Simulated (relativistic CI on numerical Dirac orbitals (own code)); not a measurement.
Electric-dipole lines of V XIII

Computed by Dirac-Coulomb-Breit CI, separate exchange-only KLI orbitals for each configuration, model QED, unscaled Slater integrals (own radial code, finite nucleus).

Configurations in the expansion (outside the closed core [Ne]): 3s, 3p, 3d, 4s, 4p, 4d, 4f, 5s, 5p, 5d, 5f, 5g, 6s, 6p, 6d, 7s, 7p. Levels of other configurations are missing.

| λ vac (Å) | Lower | Upper | A (s⁻¹) | gf | Branching (%) |
| --- | --- | --- | --- | --- | --- |
| 58.659 | 3p 2P°_3/2 [3] | 5d 2D_5/2 [17] | 1.04e+11 | 3.22e-01 | 77.5 |
| 70.537 | 3d 2D_3/2 [4] | 5f 2F°_5/2 [18] | 1.57e+11 | 7.04e-01 | 65.5 |
| 70.590 | 3d 2D_5/2 [5] | 5f 2F°_7/2 [19] | 1.68e+11 | 1.00e+00 | 70.1 |
| 71.944 | 3s 2S_1/2 [1] | 4p 2P°_3/2 [8] | 7.52e+10 | 2.33e-01 | 66.9 |
| 78.345 | 3p 2P°_1/2 [2] | 4d 2D_3/2 [9] | 1.34e+11 | 4.92e-01 | 81.5 |
| 78.989 | 3p 2P°_3/2 [3] | 4d 2D_5/2 [10] | 1.63e+11 | 9.14e-01 | 98.3 |
| 94.293 | 3p 2P°_3/2 [3] | 4s 2S_1/2 [6] | 1.04e+11 | 2.77e-01 | 67.2 |
| 100.03 | 3d 2D_3/2 [4] | 4f 2F°_5/2 [11] | 4.08e+11 | 3.67e+00 | 93.3 |
| 100.12 | 3d 2D_5/2 [5] | 4f 2F°_7/2 [12] | 4.37e+11 | 5.25e+00 | 100.0 |
| 179.97 | 4p 2P°_1/2 [7] | 5d 2D_3/2 [16] | 2.14e+10 | 4.15e-01 | 16.0 |
| 181.25 | 4p 2P°_3/2 [8] | 5d 2D_5/2 [17] | 2.63e+10 | 7.78e-01 | 19.6 |
| 216.96 | 4d 2D_3/2 [9] | 5f 2F°_5/2 [18] | 6.69e+10 | 2.83e+00 | 27.9 |
| 217.17 | 4d 2D_5/2 [10] | 5f 2F°_7/2 [19] | 7.17e+10 | 4.06e+00 | 29.9 |
| 221.16 | 4p 2P°_3/2 [8] | 5s 2S_1/2 [13] | 3.31e+10 | 4.86e-01 | 27.7 |
| 238.30 | 4f 2F°_5/2 [11] | 5g 2G_7/2 [20] | 1.18e+11 | 8.03e+00 | 96.4 |
| 238.38 | 4f 2F°_7/2 [12] | 5g 2G_9/2 [21] | 1.22e+11 | 1.04e+01 | 99.9 |
| 260.10 | 4d 2D_5/2 [10] | 5p 2P°_3/2 [15] | 1.55e+10 | 6.27e-01 | 16.6 |
| 312.88 | 3p 2P°_1/2 [2] | 3d 2D_3/2 [4] | 1.19e+10 | 7.01e-01 | 84.7 |
| 322.76 | 3p 2P°_3/2 [3] | 3d 2D_5/2 [5] | 1.31e+10 | 1.23e+00 | 100.0 |
| 343.97 | 5p 2P°_3/2 [15] | 6d 2D_5/2 [26] | 6.74e+09 | 7.17e-01 | 7.0 |
| 422.07 | 3s 2S_1/2 [1] | 3p 2P°_3/2 [3] | 5.70e+09 | 6.09e-01 | 100.0 |
| 425.59 | 5p 2P°_3/2 [15] | 6s 2S_1/2 [22] | 1.28e+10 | 6.93e-01 | 15.2 |
| 442.52 | 3s 2S_1/2 [1] | 3p 2P°_1/2 [2] | 4.92e+09 | 2.89e-01 | 100.0 |
| 485.22 | 5d 2D_5/2 [17] | 6p 2P°_3/2 [24] | 7.10e+09 | 1.00e+00 | 10.4 |
| 487.26 | 5d 2D_3/2 [16] | 6p 2P°_1/2 [23] | 8.05e+09 | 5.73e-01 | 11.3 |
| 726.35 | 6p 2P°_3/2 [24] | 7s 2S_1/2 [27] | 5.68e+09 | 8.99e-01 | 9.4 |
| 812.90 | 6d 2D_5/2 [26] | 7p 2P°_3/2 [29] | 3.53e+09 | 1.40e+00 | 7.4 |
| 816.49 | 6d 2D_3/2 [25] | 7p 2P°_1/2 [28] | 3.99e+09 | 7.97e-01 | 8.1 |
| 857.57 | 4p 2P°_1/2 [7] | 4d 2D_3/2 [9] | 2.48e+09 | 1.10e+00 | 1.5 |
| 885.28 | 4p 2P°_3/2 [8] | 4d 2D_5/2 [10] | 2.72e+09 | 1.92e+00 | 1.6 |
| 1080.8 | 4s 2S_1/2 [6] | 4p 2P°_3/2 [8] | 1.25e+09 | 8.79e-01 | 1.1 |
| 1132.2 | 4s 2S_1/2 [6] | 4p 2P°_1/2 [7] | 1.09e+09 | 4.19e-01 | 0.9 |
| 1783.8 | 5p 2P°_1/2 [14] | 5d 2D_3/2 [16] | 7.63e+08 | 1.46e+00 | 0.6 |
| 1841.6 | 5p 2P°_3/2 [15] | 5d 2D_5/2 [17] | 8.35e+08 | 2.55e+00 | 0.6 |
| 2209.0 | 5s 2S_1/2 [13] | 5p 2P°_3/2 [15] | 3.91e+08 | 1.14e+00 | 0.4 |
| 2314.1 | 5s 2S_1/2 [13] | 5p 2P°_1/2 [14] | 3.39e+08 | 5.45e-01 | 0.3 |
| 2329.5 | 4d 2D_3/2 [9] | 4f 2F°_5/2 [11] | 9.90e+07 | 4.83e-01 | 0.0 |
| 2348.1 | 4d 2D_5/2 [10] | 4f 2F°_7/2 [12] | 1.04e+08 | 6.85e-01 | 0.0 |
| 3193.4 | 6p 2P°_1/2 [23] | 6d 2D_3/2 [25] | 2.94e+08 | 1.80e+00 | 0.3 |
| 3296.9 | 6p 2P°_3/2 [24] | 6d 2D_5/2 [26] | 3.21e+08 | 3.14e+00 | 0.3 |
| 3933.1 | 6s 2S_1/2 [22] | 6p 2P°_3/2 [24] | 1.51e+08 | 1.40e+00 | 0.2 |
| 4569.5 | 5d 2D_3/2 [16] | 5f 2F°_5/2 [18] | 4.64e+07 | 8.72e-01 | 0.0 |
| 4609.9 | 5d 2D_5/2 [17] | 5f 2F°_7/2 [19] | 4.85e+07 | 1.24e+00 | 0.0 |
| 6380.2 | 7s 2S_1/2 [27] | 7p 2P°_3/2 [29] | 6.78e+07 | 1.66e+00 | 0.1 |
| 6686.3 | 7s 2S_1/2 [27] | 7p 2P°_1/2 [28] | 5.89e+07 | 7.90e-01 | 0.1 |

Terms are leading LS components. Brackets give the number of a level in order of energy, since labels repeat. The list gives strong lines, with weight on those to low levels, without lines whose two gauges differ by over a factor of 2.5. Levels whose partners in the same complex of configurations lie outside the list can be far off, and so can their lines. Rates are taken at the computed energies, electric ones in the length gauge.

At this charge energies of transitions that change n are usually good to better than 1 %, and those within a shell (Δn = 0) to a few per cent.

Task: From the table, what is the radiative lifetime of 5d 2D_5/2?

Result: The listed rates from this level add up to about 1.31e+11 s⁻¹, 98 % of its decay; with all channels τ = 7.44e-12 s.
